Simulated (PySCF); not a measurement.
HBiCl2O, SMILES [OH][Bi]([Cl])[Cl], singlet (PBE0/def2-SVP optimised geometry):

```
5

Bi    -1.085    -1.253     0.000
Cl    -1.407    -1.664    -2.413
Cl     1.383    -1.253     0.000
O     -1.383     0.792     0.000
H     -0.866     1.253    -0.675
```

Calculation: PBE0/def2-TZVP, def2 effective core potentials past Kr in PySCF.

Question: What are the frontier orbital energies and the dipole moment?

Answer: HOMO-2 -8.97 eV, HOMO-1 -8.88 eV, HOMO -8.75 eV, LUMO -2.04 eV, LUMO+1 -1.78 eV; dipole moment 2.79 D.

On the same geometry PBE/def2-TZVP, def2 effective core potentials past Kr in PySCF gives HOMO-2 -7.53 eV, HOMO-1 -7.45 eV, HOMO -7.36 eV, LUMO -2.75 eV, LUMO+1 -2.46 eV; dipole moment 2.59 D.
